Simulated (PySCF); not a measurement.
Telling isomers of C$_{5}$H$_{12}$FPSi apart by NMR

- GIAO PBE0/pcSseg-1 shieldings
- GFN2-xTB geometry
- code: PySCF
- gas phase, a single conformation, averaged over atoms made equivalent by symmetry, fast rotation or ring inversion, no relativistic terms

Shifts are taken against calculated references (same method and geometry level): TMS for ¹H (σ = 31.72 ppm) and ¹³C (σ = 186.93 ppm). Splittings of carbon signals by F and P are missing where no couplings were computed. Where no couplings were computed, multiplicities follow the n + 1 count of equivalent neighbours, and m marks all less simple cases (inequivalent or close neighbours, rings, F or P nearby). Shifts are as computed. Against solution values, carbons near 30 ppm lie about +3 ppm off and those near 130 ppm about +5 ppm. Of 1211 compounds with measured shifts, 218 miss one by over three times the rms of a fit or turn the order of signals round; such compounds aren't used in these exercises.

(1) Tabulate the signals of `CP1CC[SiH](F)CC1`, `CC(C)/C(F)=P\C[SiH3]`, `C[Si](C)(C)C/P=C/F`, `FC1CCP([SiH3])CC1` and their relative energies.

(2) What is the quickest way to tell CP1CC[SiH](F)CC1 from CC(C)/C(F)=P\C[SiH3]?

(3) What is the quickest way to tell CC(C)/C(F)=P\C[SiH3] from FC1CCP([SiH3])CC1?

(4) What is the quickest way to tell CP1CC[SiH](F)CC1 from FC1CCP([SiH3])CC1?

Answers

(1) 
| SMILES | carbon types | δC | δH | E rel. (kcal/mol) |
| --- | --- | --- | --- | --- |
| CP1CC[SiH](F)CC1 | 4×CH2 1×CH3 | 31.2, 17.3, 14.1 | 5.18 (m, 1H), 1.95 (m, 2H), 1.49 (m, 2H), 1.24 (m, 2H), 1.02 (m, 2H), 0.96 (m, 3H) | 0.0 |
| CC(C)/C(F)=P\C[SiH3] | 1×C 1×CH 1×CH2 2×CH3 | 244.0, 37.8, 22.4, 5.0 | 3.96 (m, 3H), 3.23 (m, 1H), 1.27 (d, 6H), 1.22 (m, 2H) | 73.6 |
| C[Si](C)(C)C/P=C/F | 1×CH 1×CH2 3×CH3 | 223.2, 14.0, -1.4 | 9.31 (m, 1H), 1.19 (m, 2H), 0.11 (s, 9H) | 52.1 |
| FC1CCP([SiH3])CC1 | 1×CH 4×CH2 | 96.2, 35.4, 21.5 | 4.34 (m, 1H), 3.99 (m, 3H), 2.38 (m, 2H), 1.92 (m, 2H), 1.84 (m, 2H), 1.79 (m, 2H) | 46.1 |

Energies are electronic energies at PBE0/pcSseg-1 on these geometries, without zero-point or thermal terms, each for the one conformer computed, which needn't be the lowest.

(2) Count the carbon signals: 3 against 4. The first has an sp3 CH2 bonded to P at 31.2 ppm, the second a carbon double-bonded to a heavier main-group atom (C) at 244.0 ppm. In the proton spectra the most deshielded non-exchanging signals are 5.18 (m, 1H) and 3.96 (m, 3H).

(3) Count the carbon signals: 4 against 3. The first has a carbon double-bonded to a heavier main-group atom (C) at 244.0 ppm, the second an sp3 CH bonded to F at 96.2 ppm.

(4) Both give the same number of carbon signals, but DEPT or the intensities differ. The first has a methyl carbon bonded to P (CH3) at 17.3 ppm, the second an sp3 CH bonded to F at 96.2 ppm. Their most deshielded carbons lie at 31.2 and 96.2 ppm. In the proton spectra the most deshielded non-exchanging signals are 5.18 (m, 1H) and 4.34 (m, 1H).
